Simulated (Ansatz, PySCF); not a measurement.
System: GaI, charge 0, multiplicity 1. 
Structure (B3LYP-D3(BJ)/def2-TZVP (Ansatz, a quantum-chemistry and plane-wave program) minimum search):
SMILES: [Ga][I]
```xyz
2

Ga     0.0000     0.0000    -1.6517
I      0.0000     0.0000     0.9661
```

Dipole moments at this geometry, in debye (magnitudes).

```json
[
 {"level": "HF/def2-TZVPD", "program": "PySCF", "dipole (D)": "2.90"},
 {"level": "BLYP/def2-TZVPD", "program": "Ansatz", "dipole (D)": "2.54"},
 {"level": "revPBE/def2-TZVPD", "program": "Ansatz", "dipole (D)": "2.49"},
 {"level": "BP86/def2-TZVPD", "program": "PySCF", "dipole (D)": "2.51"},
 {"level": "M06-L/def2-TZVPD", "program": "PySCF", "dipole (D)": "2.32"},
 {"level": "r2SCAN/def2-TZVPD", "program": "Ansatz", "dipole (D)": "2.48"},
 {"level": "B3LYP/def2-TZVPD", "program": "PySCF", "dipole (D)": "2.73"},
 {"level": "HSE06/def2-TZVPD", "program": "Ansatz", "dipole (D)": "2.69"},
 {"level": "wB97X-V/def2-TZVPD", "program": "Ansatz", "dipole (D)": "2.89"},
 {"level": "CCSD(T)/def2-SVPD", "program": "Ansatz", "dipole (D)": "2.50"}
]
```
